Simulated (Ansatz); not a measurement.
Two isomers of C4H3F5: A = `FC1CC(F)(F)C1(F)F`, B = `FC/C(F)=C\C(F)(F)F`.

Isolated molecules relaxed with PBE0-D4/def2-TZVP in Ansatz; ΔE leaves out vibrations. CBS: MP2 limit from def2 TZ/QZ plus the TZ coupled-cluster correction, frozen cores. Functionals use def2-TZVPP. B3LYP here is the variant with VWN-RPA as its local correlation; programs differ in this. Each species was taken in one conformer, which may not be the lowest.

A:

```xyz
12

F    -0.4412   -2.0836   -0.7356
C     0.2730   -0.9920   -0.3635
C    -0.0873    0.3337   -1.0566
C     0.0017    1.0284    0.3006
F     1.2102    1.5823    0.5254
F    -0.9374    1.9296    0.6009
C    -0.1129   -0.3601    0.9893
F    -1.3796   -0.6317    1.3300
F     0.6795   -0.5963    2.0373
H     1.3402   -1.2234   -0.3933
H    -1.1226    0.3123   -1.3993
H     0.5764    0.7009   -1.8353
```

B:

```xyz
12

F     0.893   -1.816    1.656
C     0.974   -1.175    0.441
C     0.739    0.283    0.625
F     1.632    0.841    1.440
C    -0.190    1.047    0.072
C    -1.250    0.533   -0.844
F    -1.985   -0.446   -0.295
F    -2.085    1.520   -1.177
F    -0.748    0.035   -1.987
H     0.241   -1.607   -0.241
H     1.982   -1.328    0.041
H    -0.202    2.111    0.268
```

**Question.** Which isomer does CCSD(T)/CBS put lower? Give the gap. (An estimate is asked.)

**Answer.** Ansatz gave: B, by 18.9 kJ/mol.

**Question.** Give E(B) − E(A) in kJ/mol with B3LYP-D4, B3LYP, r2SCAN-D4, CCSD/def2-TZVPP, HF/def2-TZVPP, MP2/def2-TZVPP, B2PLYP. (An estimate is asked.)

**Answer.** The calculation gave: B3LYP-D4 -31.9, B3LYP -33.9, r2SCAN-D4 -21.2, CCSD/def2-TZVPP -18.1, HF/def2-TZVPP -29.4, MP2/def2-TZVPP -17.9, B2PLYP -28.8. None reverses the order clearly.

**Question.** Does the order hold for the free energy at 298.15 K (harmonic terms from PBE0-D4)? (Best estimate.)

**Answer.** Computed: Yes: G(B) − G(A) = -28.0 kJ/mol, for one conformer each. Modes under 60 cm⁻¹, often nearly free rotors, make the harmonic entropy too high.

Largest T1 diagnostic: 0.012.

From PBE to PBE0 (25 % exact exchange), in def2-TZVPP and without D4, E(B) − E(A) moves by +9.1 kJ/mol. At CCSD(T), def2-SVP lies −3.1 kJ/mol from the extrapolated value and def2-TZVPP −0.8 kJ/mol.
